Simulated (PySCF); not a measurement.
Species: H7NSSi2.
Bonds: Si1–N2, N2–Si3, Si3–S4. Hydrogens: H5, H6, H7 on Si1; H8 on N2; H9, H10 on Si3; H11 on S4.

Theory: PBE0-D3(BJ)/def2-SVP geometry optimisation, gas phase in PySCF 2.14.0.

What internal coordinates does the optimisation give?

```tsv
bond	length (Å)
Si1–N2	1.744
N2–Si3	1.733
Si3–S4	2.150
Si1–H5, Si1–H6, Si1–H7	1.495
N2–H8	1.018
Si3–H9, Si3–H10	1.490
S4–H11	1.351
```

Bonds in one row agree within 0.01 Å and their mean is given. A selection of angles:
```tsv
angle	degrees
N2–Si1–H5	107.1
N2–Si1–H6	112.3
H5–Si1–H6	108.9
H6–Si1–H7	107.4
Si1–N2–Si3	129.0
Si1–N2–H8	115.8
Si3–N2–H8	115.0
N2–Si3–S4	114.0
N2–Si3–H9	106.1
N2–Si3–H10	111.9
S4–Si3–H9	111.3
S4–Si3–H10	102.2
H9–Si3–H10	111.4
Si3–S4–H11	94.8
```

Dihedral angles: Si1–N2–Si3–S4 110° (anticlinal); H11–S4–Si3–N2 -61° (synclinal). The mirror-image conformer, all signs reversed, is as good.

Si1 (SiH3 silicon) is tetrahedral (angles from 107.1° to 112.3°). N2 (nitrogen bridging silicon atoms) is planar (angles 129.0°, 115.8° and 115.0°, sum 359.7°, 0.05 Å off the plane of its three neighbours). Si3 (SiH2 silicon) is distorted tetrahedral (angles from 102.2° to 114.0°).

Point group: C1 (no symmetry element, even within 0.4 Å). PBE0-D3(BJ)/def2-SVP frequencies: not computed here. One conformer, not necessarily the lowest (Si1–N2–Si3–S4 110°, N2–Si3–S4–H -61°).

On Intel Xeon Platinum 8259CL at 2.50 GHz, one thread, no GPU, shared host with 96 logical CPUs at a one-minute load of 57, this took 90 s wall and 0.54 GiB of memory at its peak. These figures are those of the optimisation.
